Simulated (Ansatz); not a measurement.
Reactions of C₂H₈O₂Si (`OCOC[SiH3]`).

Computed with Ansatz on PBE0-D4/def2-TZVP structures; ΔE is electronic, products minus reactants. CCSD(T)/CBS is the MP2 limit (def2-TZVPP, def2-QZVPP) plus CCSD(T) − MP2 in def2-TZVPP, frozen cores. This one scheme is used for every species. Functionals use def2-TZVPP. For Sc outer-core shells are correlated without core-valence functions, which leaves a few kJ/mol of doubt a bond. Scalar relativity is left out up to krypton. One conformer a species, not always the lowest.

| reaction | PBE-D4 (kJ/mol) | ωB97X-V (kJ/mol) | HF/CBS(def2) (kJ/mol) |
| --- | --- | --- | --- |
| `OCOC[SiH3]` + `CCCO` → `CCCO[SiH3]` + `COCO` | -96 | -109 | -134 |
| `OCOC[SiH3]` + `OCS` → `OCS[SiH3]` + `COCO` | -85 | -81 | -84 |
| `OCOC[SiH3]` + H₂ → `C[SiH3]` + `OCO` | -118 | -122 | -145 |
| `OCOC[SiH3]` + `CBN` → `CBNC[SiH3]` + `OCO` | -17 | -15 | -15 |
| `OCOC[SiH3]` + `CC(O)O` → `CC(O)O[SiH3]` + `COCO` | -84 | -97 | -120 |
| `OCOC[SiH3]` + `[OH][Sc]([F])[F]` → `[F][Sc]([F])[O][SiH3]` + `COCO` | -114 | -128 | -161 |
| `OCOC[SiH3]` + `CBN` → `CBN[SiH3]` + `COCO` | -47 | -57 | -74 |

(1) Give the CCSD(T)/CBS values in the same order. (Estimate.)

Largest T1 diagnostic: 0.017, for `[OH][Sc]([F])[F]`.

Results:

(1) Computed: -110, -83, -126, -19, -99, -133, -60 kJ/mol.
